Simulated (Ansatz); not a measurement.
Wavefunction ladder for `CO[SiH](N)N`

```xyz
13

C    -1.473   -1.038    1.093
O    -1.033   -0.339   -0.042
Si    0.537    0.052   -0.336
N     0.938    0.232   -1.978
N     0.816    1.566    0.401
H    -2.378   -1.595    0.837
H    -1.717   -0.351    1.912
H    -0.721   -1.750    1.454
H     1.345   -1.096    0.169
H     0.593    1.022   -2.500
H     1.080   -0.573   -2.566
H     0.306    1.844    1.221
H     1.708    2.028    0.335
```

Total charge 0; spin multiplicity 1. Geometry: relaxed with PBE0-D4/def2-TZVP. It is one conformer, not always the lowest. Frozen core, restricted reference, the Gaussian-basis code of Ansatz. CBS rows extrapolate triple and quadruple zeta; past MP2 they add the triple-zeta difference.

| basis | HF (Eh) | MP2 corr. | CCSD corr. | (T) | CCSD(T) total |
| --- | --- | --- | --- | --- | --- |
| def2-SVP | ? | -0.76321 | ? | -0.01963 | ? |
| def2-TZVPP | -515.44396 | -0.96354 | ? | -0.03667 | ? |
| def2-QZVPP | -515.46528 | -1.03497 | – | – | – |
| CBS(def2) | -515.46821 | -1.08788 | ? | as TZ | ? |

Problem. Fill in the withheld values. (An estimate is asked.)

Solution. Ansatz gave: def2-SVP HF (Eh): -515.05347; def2-SVP CCSD corr.: -0.81452; def2-SVP CCSD(T) total: -515.88762; def2-TZVPP CCSD corr.: -1.00328; def2-TZVPP CCSD(T) total: -516.48391; CBS(def2) CCSD corr.: -1.12761; CBS(def2) CCSD(T) total: -516.63249.
